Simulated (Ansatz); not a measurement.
Ideal-gas functions of `OB1OC1Cl` at 600 K and 1 bar, from an Ansatz frequency run at PBE0-D4/def2-TZVP.

Molar mass 92.29 g/mol, point group C1 (symmetry number 1), electronic degeneracy 1, moments of inertia 45.735, 218.543, 245.549 u Å². Harmonic wavenumbers (cm⁻¹, unscaled): 158, 339, 395, 492, 585, 668, 758, 922, 979, 1074, 1252, 1279, 1730, 3188, 3856.

Use S(trans) = R[1.5 ln M + 2.5 ln T − 1.1517]; rotational temperatures θ = 24.2544 K / I; S(rot) = R[ln(√π/σ · √(T³/θAθBθC)) + 1.5]; for each mode x = 1.438777 ν̃/T, S = R[x/(eˣ − 1) − ln(1 − e⁻ˣ)] and H = RT x/(eˣ − 1); 1 cm⁻¹ = 0.0119627 kJ/mol; R = 8.31446 J/(mol·K).

Task: By hand: the entropy, in J/(mol·K).

Result: Translation 179.8. Rotation: θ = 0.5303, 0.111, 0.0988 K, giving 118.4. Vibration, mode by mode: 16.43, 10.26, 9.07, 7.41, 6.15, 5.23, 4.40, 3.23, 2.90, 2.42, 1.73, 1.64, 0.69, 0.03, 0.01, in all 71.6. Electronic 0.0. Sum 369.8 J/(mol·K).

Task: By hand: H − E and G − E in kJ/mol, counted from the electronic energy.

Result: Zero-point energy ½ × 17675 × 0.0119627 = 105.7; thermal vibration 24.5; translation, rotation and pV give 4 RT = 20.0. H − E = 150.2 kJ/mol, and G − E = 150.2 − 600 × 369.8/1000 = -71.7 kJ/mol.

Vibration gives 19 % of the entropy. The sum counts one conformer and one mirror image; others add a mixing term.
